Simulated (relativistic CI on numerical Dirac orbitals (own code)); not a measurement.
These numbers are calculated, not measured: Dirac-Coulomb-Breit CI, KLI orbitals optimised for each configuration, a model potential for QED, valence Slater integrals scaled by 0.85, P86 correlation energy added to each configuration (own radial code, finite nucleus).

Configuration list (outside the closed core [Xe]): 6s, 5d, 6p, 7s, 6d, 4f, 7p, 6f, 8s, 7d, 8p, 9s, 8d, 5f, 5g, 10s. Levels of other configurations are missing.

For a near-neutral ion this model can misplace configurations by up to about 10,000 cm⁻¹ (more where the count of f electrons changes) and terms by 10 to 25 % of their spread. Rates follow the energies as ν³ (E1, M1) or ν⁵ (E2), so they and the lifetimes can be off by large factors. The fine structure of a lone outer electron comes out too small, for d and f at times inverted, and misplaced configurations move strength between like terms. 11 of the 11 excited levels that our extract of the measured tables holds in this range could be paired (the sources list more); they are missed by 2209 cm⁻¹ on average and 4303 at most, and levels without a partner can miss by more.

Outline of the computed level scheme of Ba II. Lowest level of each configuration: 6s 2S_1/2 at 0.0000 eV; 5d 2D_3/2 at 0.4925 eV; 6p 2P°_1/2 at 2.3557 eV; 7s 2S_1/2 at 5.0016 eV; 6d 2D_3/2 at 5.3921 eV; 7p 2P°_1/2 at 5.8911 eV; 4f 2F°_5/2 at 6.5030 eV; 8s 2S_1/2 at 6.9310 eV; 7d 2D_3/2 at 7.1390 eV.

Some strong electric-dipole decays among the lowest 15 levels: 6d 2D_5/2 → 6p 2P°_3/2 (2.3e+08 s⁻¹); 6d 2D_3/2 → 6p 2P°_1/2 (2.0e+08 s⁻¹); 6p 2P°_3/2 → 6s 2S_1/2 (1.3e+08 s⁻¹); 7s 2S_1/2 → 6p 2P°_3/2 (1.2e+08 s⁻¹); 6p 2P°_1/2 → 6s 2S_1/2 (1.0e+08 s⁻¹); 7d 2D_5/2 → 6p 2P°_3/2 (7.9e+07 s⁻¹); 7d 2D_3/2 → 6p 2P°_1/2 (7.3e+07 s⁻¹); 7s 2S_1/2 → 6p 2P°_1/2 (6.0e+07 s⁻¹).

Rates of lines that live on the mixing of spin multiplicities can be off by large factors.
